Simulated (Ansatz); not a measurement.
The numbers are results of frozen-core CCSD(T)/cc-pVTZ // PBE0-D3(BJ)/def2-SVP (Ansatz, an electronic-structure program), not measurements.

Ansatz 0.2 input:
```yaml
crystal:
  periodic: [false, false, false]
  atoms:
    - { symbol: Al, position_ang: [0.141024, -0.293369, -0.1767] }
    - { symbol: C, position_ang: [1.083722, -1.207214, 1.298672] }
    - { symbol: H, position_ang: [0.410319, -1.539825, 2.107134] }
    - { symbol: H, position_ang: [1.873753, -0.586433, 1.753825] }
    - { symbol: H, position_ang: [1.582721, -2.117469, 0.920402] }
    - { symbol: C, position_ang: [1.187696, 0.781467, -1.46109] }
    - { symbol: H, position_ang: [1.700307, 0.116415, -2.17929] }
    - { symbol: H, position_ang: [1.976304, 1.382003, -0.97694] }
    - { symbol: H, position_ang: [0.567381, 1.465811, -2.065043] }
    - { symbol: C, position_ang: [-1.602139, -1.020139, -0.765979] }
    - { symbol: H, position_ang: [-2.240724, -1.350559, 0.071573] }
    - { symbol: H, position_ang: [-1.447118, -1.909871, -1.402679] }
    - { symbol: H, position_ang: [-2.187347, -0.307696, -1.372981] }
    - { symbol: S, position_ang: [-0.760424, 1.721072, 1.241723] }
    - { symbol: H, position_ang: [-1.650302, 2.182512, 0.335314] }
    - { symbol: H, position_ang: [-1.707084, 1.039185, 1.923798] }
basis:
  gaussian: { orbitals: cc-pVTZ }
correlation:
  method: ccsd_t
```

Output:

```
Functional definition: HF
1729 factors; integrals over basis functions are off by at most 1.1e-3 eV
mean field evaluation 1: about -20662.7935 eV, gradient 4.4e1 eV
mean field evaluation 2: about -20662.9502 eV, gradient 4.4e1 eV
mean field evaluation 4: about -20668.2644 eV, gradient 3.5e0 eV
mean field evaluation 8: about -20668.3346 eV, gradient 1.7e-1 eV
mean field evaluation 16: about -20667.2107 eV, gradient 1.8e1 eV
mean field -20668.33473663 eV, -759.5472920708 hartree, gradient 1.5e-6 eV, S^2 0.000000; 0 other end points of the search recorded, 0 dependent functions left out
13 core orbitals not correlated
reference -20668.33473663 eV, -759.5472920708 hartree; 16, 16 occupied and 283, 283 virtual orbitals, 1729 factors
second order -22.50870535 eV of doubles, -0.00000000 eV of singles
cycle   1  -23.83659460 eV  change    -1.3e0 eV  update   9.3e-2
cycle   2  -24.41976211 eV  change   -5.8e-1 eV  update   2.7e-2
cycle   3  -24.48690475 eV  change   -6.7e-2 eV  update   9.3e-3
cycle   4  -24.48419115 eV  change    2.7e-3 eV  update   2.4e-3
cycle   5  -24.48372516 eV  change    4.7e-4 eV  update   7.7e-4
cycle   6  -24.48351234 eV  change    2.1e-4 eV  update   2.5e-4
cycle   7  -24.48347587 eV  change    3.6e-5 eV  update   8.8e-5
cycle   8  -24.48349679 eV  change   -2.1e-5 eV  update   3.1e-5
perturbative correction -0.94427452 eV, -0.0347014485 hartree
Total energy: -20693.76250794 eV, -760.4817454309 hartree
```

Cost: very roughly 20 core-minutes.
